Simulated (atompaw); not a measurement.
## Scattering properties, PAW (atompaw) potential for As (Z = 33)

arsenic (As), PAW, made with atompaw 4.2.0.5 (PBE, scalar-relativistic). Core [Ar], reference 3d10 4s2 4p3. Waves: 4s (bound): rc 2.25 bohr; 4s channel at 1.05 Ry: rc 1.95 bohr; 4p (bound): rc 2.25 bohr; 4p channel at 0.25 Ry: rc 2.25 bohr; 3d (bound): rc 0.70 bohr; 3d channel at -2.2 Ry: rc 0.70 bohr. Local part: bessel scheme, radius 1.90 bohr. Core correction: smooth core density matched at 1.95 bohr. Augmentation charge: sinc compensation charge, radius 2.05 bohr; PAW radius 2.25 bohr; waves and projectors: custom rrkj gramschmidtortho.

The phase is arctan(r·u′/u) with u = r·R(r), unwrapped; energies in Ry, scanned from -5 to 5 Ry. A pole is an energy at which the radial function vanishes at the test radius. The pseudo phase is shifted by a multiple of π to meet the all-electron one at the reference energy, and phase errors are pseudo minus all-electron; the curves can meet again beyond the range given. Levels narrower than the energy grid can be missing from the lists of poles.

| channel | radius (bohr) | reference energy (Ry) | poles, all-electron | poles, pseudo | unbroken range about the reference energy with phases within 0.05 rad | phase error 1 Ry above the reference energy (rad) |
| --- | --- | --- | --- | --- | --- | --- |
| s | 2.25 | -1.07 | 0.38 | 0.38 | below 3.9 | -0.000 |
| p | 2.25 | -0.38 | 1.75 | 1.75 | below 4.8 | +0.000 |
| d | 2.25 | -2.99 | -2.96, 4.14 | -2.96, 4.30 | the whole range | +0.000 |

Phases in the p channel:

```json
{"E (Ry)": "-5.00", "all-electron": "1.350", "pseudo": "1.349"}
{"E (Ry)": "-4.76", "all-electron": "1.343", "pseudo": "1.342"}
{"E (Ry)": "-4.52", "all-electron": "1.335", "pseudo": "1.335"}
{"E (Ry)": "-4.28", "all-electron": "1.326", "pseudo": "1.326"}
{"E (Ry)": "-4.04", "all-electron": "1.317", "pseudo": "1.316"}
{"E (Ry)": "-3.80", "all-electron": "1.306", "pseudo": "1.306"}
{"E (Ry)": "-3.56", "all-electron": "1.294", "pseudo": "1.293"}
{"E (Ry)": "-3.32", "all-electron": "1.279", "pseudo": "1.279"}
{"E (Ry)": "-3.08", "all-electron": "1.263", "pseudo": "1.263"}
{"E (Ry)": "-2.84", "all-electron": "1.244", "pseudo": "1.244"}
{"E (Ry)": "-2.60", "all-electron": "1.221", "pseudo": "1.220"}
{"E (Ry)": "-2.36", "all-electron": "1.192", "pseudo": "1.192"}
{"E (Ry)": "-2.12", "all-electron": "1.157", "pseudo": "1.157"}
{"E (Ry)": "-1.88", "all-electron": "1.111", "pseudo": "1.111"}
{"E (Ry)": "-1.64", "all-electron": "1.049", "pseudo": "1.048"}
{"E (Ry)": "-1.40", "all-electron": "0.961", "pseudo": "0.961"}
{"E (Ry)": "-1.16", "all-electron": "0.828", "pseudo": "0.828"}
{"E (Ry)": "-0.92", "all-electron": "0.616", "pseudo": "0.616"}
{"E (Ry)": "-0.68", "all-electron": "0.265", "pseudo": "0.265"}
{"E (Ry)": "-0.44", "all-electron": "-0.231", "pseudo": "-0.231"}
{"E (Ry)": "-0.20", "all-electron": "-0.697", "pseudo": "-0.697"}
{"E (Ry)": "0.04", "all-electron": "-1.005", "pseudo": "-1.005"}
{"E (Ry)": "0.28", "all-electron": "-1.192", "pseudo": "-1.192"}
{"E (Ry)": "0.52", "all-electron": "-1.311", "pseudo": "-1.311"}
{"E (Ry)": "0.76", "all-electron": "-1.393", "pseudo": "-1.393"}
{"E (Ry)": "1.00", "all-electron": "-1.453", "pseudo": "-1.453"}
{"E (Ry)": "1.24", "all-electron": "-1.499", "pseudo": "-1.499"}
{"E (Ry)": "1.48", "all-electron": "-1.536", "pseudo": "-1.536"}
{"E (Ry)": "1.72", "all-electron": "-1.567", "pseudo": "-1.567"}
{"E (Ry)": "1.96", "all-electron": "-1.595", "pseudo": "-1.595"}
{"E (Ry)": "2.20", "all-electron": "-1.619", "pseudo": "-1.620"}
{"E (Ry)": "2.44", "all-electron": "-1.642", "pseudo": "-1.643"}
{"E (Ry)": "2.68", "all-electron": "-1.664", "pseudo": "-1.666"}
{"E (Ry)": "2.92", "all-electron": "-1.686", "pseudo": "-1.688"}
{"E (Ry)": "3.16", "all-electron": "-1.708", "pseudo": "-1.711"}
{"E (Ry)": "3.40", "all-electron": "-1.732", "pseudo": "-1.736"}
{"E (Ry)": "3.64", "all-electron": "-1.757", "pseudo": "-1.763"}
{"E (Ry)": "3.88", "all-electron": "-1.784", "pseudo": "-1.793"}
{"E (Ry)": "4.12", "all-electron": "-1.816", "pseudo": "-1.829"}
{"E (Ry)": "4.36", "all-electron": "-1.853", "pseudo": "-1.873"}
{"E (Ry)": "4.60", "all-electron": "-1.899", "pseudo": "-1.930"}
{"E (Ry)": "4.84", "all-electron": "-1.956", "pseudo": "-2.006"}
```
